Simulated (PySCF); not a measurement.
PySCF 2.14 output of an unrestricted r2SCAN calculation on a single atom or ion in aug-cc-pVQZ-DK (7s6p4d3f2g, 84 functions), with the spin-free X2C one-electron Hamiltonian (Gaussian nucleus):

```
SCF conv_tol = 1e-09
number electrons alpha = 10  beta = 6
    J. W. Furness, A. D. Kaplan, J. Ning, J. P. Perdew, and J. Sun.,  J. Phys. Chem. Lett. 11, 8208-8215 (2020)
    J. W. Furness, A. D. Kaplan, J. Ning, J. P. Perdew, and J. Sun.,  J. Phys. Chem. Lett. 11, 9248-9248 (2020)
    J. W. Furness, A. D. Kaplan, J. Ning, J. P. Perdew, and J. Sun.,  J. Phys. Chem. Lett. 11, 8208-8215 (2020)
    J. W. Furness, A. D. Kaplan, J. Ning, J. P. Perdew, and J. Sun.,  J. Phys. Chem. Lett. 11, 9248-9248 (2020)
cycle= 1 E= -460.562337517077  delta_E= -0.00355  |g|= 0.0153  |ddm|= 0.29
cycle= 2 E= -460.562372272973  delta_E= -3.48e-05  |g|= 0.00268  |ddm|= 0.0637
cycle= 3 E= -460.562373516586  delta_E= -1.24e-06  |g|= 0.000299  |ddm|= 0.00835
cycle= 4 E= -460.562373557573  delta_E= -4.1e-08  |g|= 0.000144  |ddm|= 0.00122
cycle= 5 E= -460.562373565634  delta_E= -8.06e-09  |g|= 8.99e-06  |ddm|= 0.000513
cycle= 6 E= -460.562373565677  delta_E= -4.34e-11  |g|= 6.49e-07  |ddm|= 2.35e-05
converged SCF energy = -460.562373565677  <S^2> = 6.0007136  2S+1 = 5.0002854
```

The run itself started from symmetry-adapted Hartree-Fock orbitals and held the occupation by maximum overlap, on a logarithmic radial grid, so the iterations belong to that start.

Question: Which element, charge and spin multiplicity is this?

Answer: Cl⁺ (chlorine, charge +1), multiplicity 5; the state was [Ne] 3s2 3p3 3d1, high-spin 5D determinant (an excited configuration).

The outer electron is Rydberg-like, and this basis confines it to a smaller radius and binds it less than a complete one would.
